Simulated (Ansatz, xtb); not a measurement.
# Relative energy of two isomers of C3H3FN2S

Structure X is `Fc1cnn(S)c1`, a singlet and structure Y is `Fc1n[nH]cc1S`, a singlet. Both are isolated molecules in the gas phase, relaxed with B3LYP-D3(BJ)/def2-SVP; the shapes shown needn't be the lowest conformers.

X (Å):

```yaml
atoms:
  - { symbol: C, position_ang: [0.3104, 0.9793, -2.4720] }
  - { symbol: C, position_ang: [0.0005, -0.2486, -1.8386] }
  - { symbol: C, position_ang: [1.4198, 1.4810, -1.8260] }
  - { symbol: F, position_ang: [-0.3434, 1.5356, -3.4871] }
  - { symbol: N, position_ang: [0.8617, -0.4941, -0.8583] }
  - { symbol: N, position_ang: [1.7123, 0.5474, -0.8594] }
  - { symbol: S, position_ang: [2.9868, 0.6553, 0.2855] }
  - { symbol: H, position_ang: [-0.8090, -0.9412, -2.0648] }
  - { symbol: H, position_ang: [3.8860, -0.0977, -0.4019] }
  - { symbol: H, position_ang: [2.0040, 2.3857, -1.9633] }
```

Y (Å):

```xyz
10

C     0.0370    0.7575   -1.4041
C     2.0750   -0.0398   -1.6412
C     1.4021    1.0870   -1.1810
F    -0.9991    1.5279   -1.1315
N    -0.1299   -0.4266   -1.9505
N     1.1257   -0.9002   -2.0803
S     2.0835    2.5101   -0.3895
H     1.2620   -1.8235   -2.4731
H     3.1386   -0.2649   -1.6730
H     1.8810    3.3880   -1.4027
```

Estimate which is lower in electronic energy at CCSD(T)/def2-SVP + ΔMP2/def2-TZVPP, and by roughly how much.

The CCSD(T)/def2-SVP + ΔMP2/def2-TZVPP calculation puts structure Y lower, by 76.3 kJ/mol.

How the difference moves with the method:

```tsv
level	geometry	E(Y) − E(X) (kJ/mol)	departure from the last row (kJ/mol)	job, with rough time for the two
B3LYP-D3(BJ)/def2-SVP	B3LYP-D3(BJ)/def2-SVP	−78.2	−2.0	optimisation, 2.6 min
HF/def2-SVP	B3LYP-D3(BJ)/def2-SVP	−89.9	−13.6	part of the CCSD(T) run
MP2/def2-SVP	B3LYP-D3(BJ)/def2-SVP	−84.3	−8.0	part of the CCSD(T) run
CCSD(T)/def2-SVP	B3LYP-D3(BJ)/def2-SVP	−81.6	−5.4	single point
CCSD(T)/def2-SVP + ΔMP2/def2-TZVPP	B3LYP-D3(BJ)/def2-SVP	−76.3		single point, 66 s
```

As drawn, Y has 1 C–S, 1 N–H in place of 1 N–S, 1 C–H.

None of the levels shown reverses the order. The largest departure from CCSD(T)/def2-SVP + ΔMP2/def2-TZVPP is that of HF/def2-SVP, 13.6 kJ/mol. No reliable frequencies are at hand for X or Y, so they aren't confirmed as minima. Levels run at GFN2-xTB geometries aren't shown. The last row adds to CCSD(T) the change of the MP2 difference between the two basis sets, here +5.4 kJ/mol.

The correlated steps freeze 11 core orbitals. Codes used: Ansatz 0.2.0, xtb 6.7.1; the last row on 2 threads of Arm Neoverse V2 on a shared host.
